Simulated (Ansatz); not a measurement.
Input file for Ga2H4, SMILES `[GaH2][GaH2]`:

```yaml
crystal:
  periodic: [false, false, false]
  atoms:
    - {symbol: Ga, position_ang: [-0.283426, -1.200174, -0.117568]}
    - {symbol: Ga, position_ang: [0.296687, 1.178921, 0.103063]}
    - {symbol: H, position_ang: [0.450964, -2.323104, 0.712732]}
    - {symbol: H, position_ang: [-1.412658, -1.700694, -1.099416]}
    - {symbol: H, position_ang: [1.401266, 1.858157, -0.796077]}
    - {symbol: H, position_ang: [-0.410634, 2.122793, 1.151064]}
basis:
  gaussian: {orbitals: def2-TZVPP}
correlation: {method: ccsd_t}
output: {orbitals: {seedname: orbitals}}
```

```sh
$ ansatz run in.yaml --threads 2 --pin off --events-out ev --progress --plain --max-ram 4352MiB
```

The program prints (abridged):

```
Functional definition: HF
943 factors; integrals over basis functions are off by at most 7.8e-4 eV
mean field evaluation 1: about -104730.1003 eV, gradient 1.3e1 eV
mean field evaluation 2: about -104730.1309 eV, gradient 1.3e1 eV
mean field evaluation 4: about -104730.9723 eV, gradient 3.1e0 eV
mean field evaluation 8: about -104730.9907 eV, gradient 3.9e-4 eV
mean field -104730.99068252 eV, -3848.7929183674 hartree, gradient 9.1e-6 eV, S^2 0.000000; 0 other end points of the search recorded, 0 dependent functions left out
18 core orbitals not correlated: weight in the atoms' cores, before any rotation towards them, 1.000 or more for the frozen orbitals, at most 0.000 for the correlated occupied ones
reference -104730.99068252 eV, -3848.7929183674 hartree; 15, 15 occupied and 119, 119 virtual orbitals, 943 factors
second order -12.66908052 eV of doubles, -0.00000000 eV of singles
cycle   1  -12.39658049 eV  change    2.7e-1 eV  update   1.1e-1
cycle   2  -13.02353519 eV  change   -6.3e-1 eV  update   3.6e-2
cycle   3  -13.10136638 eV  change   -7.8e-2 eV  update   1.7e-2
cycle   4  -13.09230483 eV  change    9.1e-3 eV  update   4.1e-3
cycle   5  -13.09321926 eV  change   -9.1e-4 eV  update   1.7e-3
cycle   6  -13.09309423 eV  change    1.3e-4 eV  update   5.2e-4
cycle   7  -13.09291461 eV  change    1.8e-4 eV  update   2.0e-4
cycle   8  -13.09297891 eV  change   -6.4e-5 eV  update   6.0e-5
cycle   9  -13.09300399 eV  change   -2.5e-5 eV  update   2.2e-5
perturbative correction -0.48764044 eV, -0.0179204558 hartree
Total energy: -104744.57132695 eV, -3849.2919978450 hartree
```

Run time 28 s (2 threads of an Arm Neoverse V2 on a shared host); peak host memory 0.96 GiB.

Correlation energy per correlated electron: -0.453 eV. T1 diagnostic: 0.0138.
